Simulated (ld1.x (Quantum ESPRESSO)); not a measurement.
**arsenic, TM: configuration errors across variants**

* Element: arsenic
* Generator: ld1.x (Quantum ESPRESSO) 7.5
* Type: norm-conserving Troullier–Martins (Kleinman–Bylander form)
* Functional: PW91
* Relativity: scalar-relativistic
* Frozen core: [Ar] 3d10
* Valence charge: 5
* Reference configuration: 4s2 4p2 (charge +1)
* Partial waves: 4s (bound): rc 1.20 bohr; 4p (bound): rc 1.30 bohr
* Local potential: all-electron potential smoothed inside 1.10 bohr (lloc = -1)
* Core correction: Bessel-smoothed model core inside 0.60 bohr

All-electron excitation energies from the reference (eV): (1) 4s2 4p3 -9.207; (2) 4s2 4p1 17.999; (3) 4s2 4p0 45.809; (4) 4s1 4p3 10.133; (5) 4s2 4p2.5 -5.626; (6) 4s1 4p0 96.579; (7) 4s1 4p4 0.237.

Tests that are not counted but printed errors over 1 eV. “wave 4p (bound): rc 1.30 bohr becomes 4p (bound): rc 0.88 bohr”: 4s2 4p3 (solver errors, printed error -117 eV); 4s1 4p4 (solver errors, printed error -86.9 eV); 2 more. “wave 4p (bound): rc 1.30 bohr becomes 4p (bound): rc 0.94 bohr”: 4s2 4p3 (solver errors, printed error -117 eV); 4s1 4p4 (solver errors, printed error -53.5 eV).

A true bound ghost makes a file unfit for plane-wave use even where its test errors are small: the radial tests pick states by their node count and pass the ghost by. Where a test does run into it, the solver fails or the error is huge.

Errors AE − PS in meV (a dash: test not solved or not reliable):

| change | (1) | (2) | (3) | (4) | (5) | (6) | (7) | bound ghosts |
| --- | --- | --- | --- | --- | --- | --- | --- | --- |
| base | +1.2 | -14 | -114 | -6.8 | +0.4 | -426 | -2.2 | s, d |
| wave 4p (bound): rc 1.30 bohr becomes 4p (bound): rc 0.88 bohr | – | -42 | -310 | – | – | -663 | – | s |
| wave 4p (bound): rc 1.30 bohr becomes 4p (bound): rc 0.94 bohr | – | -36 | -272 | -35 | -2.1 | -623 | – | s |
| wave 4p (bound): rc 1.30 bohr becomes 4p (bound): rc 1.08 bohr | +0.3 | -19 | -171 | -10 | -0.1 | -509 | -8.6 | p, s, d |
| wave 4p (bound): rc 1.30 bohr becomes 4p (bound): rc 1.22 bohr | +1.5 | -14 | -124 | -5.4 | +0.4 | -443 | -1.2 | s, d |
| wave 4p (bound): rc 1.30 bohr becomes 4p (bound): rc 1.32 bohr | +1.0 | -14 | -111 | -7.8 | +0.4 | -419 | -3.0 | s, d |
| wave 4p (bound): rc 1.30 bohr becomes 4p (bound): rc 1.48 bohr | +0.3 | -14 | -101 | -13 | +0.2 | -394 | -7.6 | s, d |
| wave 4p (bound): rc 1.30 bohr becomes 4p (bound): rc 1.56 bohr | +0.1 | -14 | -99 | -14 | +0.1 | -387 | -9.0 | s, d |
| wave 4p (bound): rc 1.30 bohr becomes 4p (bound): rc 1.68 bohr | -0.1 | -14 | -97 | -16 | +0.1 | -381 | -10 | s, d |
| wave 4p (bound): rc 1.30 bohr becomes 4p (bound): rc 1.84 bohr | -0.1 | -14 | -96 | -16 | +0.1 | -379 | -11 | s, d |

(1) Give the same row for: wave 4p (bound): rc 1.30 bohr becomes 4p (bound): rc 2.00 bohr.

Results:

(1) 0.0, -14, -100, -15, +0.1, -389, -9.2; bound ghosts: s, d.
